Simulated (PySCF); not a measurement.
C₄H₆BF, SMILES C#CB(C)CF. Heavy atoms are numbered as in [CH:1]#[C:2][B:3]([CH3:4])[CH2:5][F:6]. Hydrogens are named by the atom that carries them.

Geometry optimised at PBE0-D3(BJ)/def2-SVP. This is a generated structure with no PubChem entry under its InChIKey; it may be hypothetical. One conformer was computed; it need not be the lowest.

These are PBE/pcSseg-1 in PySCF values and carry that method's errors.

GIAO shieldings, no solvent; atoms alike by connectivity are averaged. δ = σ(ref) − σ: ¹³C against TMS (σ = 182.0 ppm); ¹¹B against BF3 (σ = 83.9 ppm); ¹⁹F against CFCl3 (σ = 133.6 ppm); ¹H against TMS (σ = 31.49 ppm), references at their B3LYP-D3(BJ)/def2-TZVP geometries, non-relativistic.

| nucleus | atoms | count | δ (ppm) |
|---|---|---|---|
| ¹³C | C1 (CH) | 1 | 129.5 |
| ¹³C | C2 | 1 | 99.5 |
| ¹³C | C5 (CH2) | 1 | 94.3 |
| ¹³C | C4 (CH3) | 1 | 14.1 |
| ¹¹B | B3 | 1 | 61.5 |
| ¹⁹F | F6 | 1 | -300.3 |
| ¹H | H on C5 | 2 | 5.33 |
| ¹H | H on C1 | 1 | 4.89 |
| ¹H | H on C4 | 3 | 1.11 |
